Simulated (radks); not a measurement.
Values are calculated unless marked as measured or tabulated.
All-electron atom: the oxygen ion O2+ in [He] 2s1 2p2 3d1 (not the ground configuration).

Code: a radial shooting solver on a logarithmic mesh with Libxc functionals. Model: scalar-relativistic Kohn-Sham, r2SCAN, spin-polarised, spherical densities, finite nucleus; open shells are filled with parallel spins first; meta-GGA in the generalised Kohn-Sham scheme; Fermi nuclear charge, rms radius 2.6991 fm.

Energy parts (hartree):
part                      energy
total                  -71.49519
kinetic                 71.49995
electron-nucleus      -159.82998
Hartree                 23.97316
exchange-correlation    -7.13831

Orbitals (lengths in bohr, moments of r in powers of bohr; r(max) is where P^2 peaks):
orbital  occ.  eigenvalue (hartree)  r(max)   <1/r>
1s up       1             -21.37593  0.1291   7.645
1s down     1             -21.24096  0.1290   7.663
2s up       1              -2.72240  0.8042   1.500
2p up       2              -2.14104  0.7088   1.395
3d up       1              -0.41767   2.668  0.3813

The highest occupied level is 3d up at -11.365 eV. The spin density at the nucleus is 11.00 e/bohr^3 (1s -0.54, 2s 11.54). Summed over all electrons, <r^2> = 15.01 bohr^2, which gives a Langevin (diamagnetic) susceptibility term of -11.9 x 10^-6 cm^3/mol.
